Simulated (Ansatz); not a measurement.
NbCl3O⁺, that is NbOCl3 with one electron fewer. Total charge 1; doublet. Geometry PBE-D4/def2-SVP, that of the neutral singlet; atoms count from 1.

Cartesian coordinates in Å:
```
Nb -0.001 0.043 -0.060
O -0.030 1.029 -1.444
Cl -0.139 -2.136 -0.763
Cl -1.805 0.619 1.234
Cl 1.975 0.445 1.033
```

In the def2 sets Nb takes a core potential; there is no spin–orbit coupling.

(1) Estimate the Mulliken populations from the PBE0/def2-TZVP orbitals of Ansatz.

(2) Where does the spin sit?

(3) And the Mayer bond orders between bonded heavy atoms (over 0.3)?

## Answers

(1) 
| atom | charge (e) | spin (α − β) | d electrons |
| --- | --- | --- | --- |
| Nb1 | 1.47 | -0.24 | 2.87 |
| O2 | -0.28 | 0.46 | – |
| Cl3 | -0.01 | 0.39 | – |
| Cl4 | -0.09 | 0.20 | – |
| Cl5 | -0.09 | 0.20 | – |
Mulliken values and Mayer orders depend strongly on the basis.

(2) Summed by element: Nb -0.24, O 0.46, Cl 0.78, of 1 unpaired in all. Largest on single atoms: O2 0.46, Cl3 0.39, Nb1 -0.24.

(3) Nb1–O2 1.87 (1.70 Å); Nb1–Cl3 1.06 (2.29 Å); Nb1–Cl4 1.16 (2.29 Å); Nb1–Cl5 1.16 (2.29 Å).
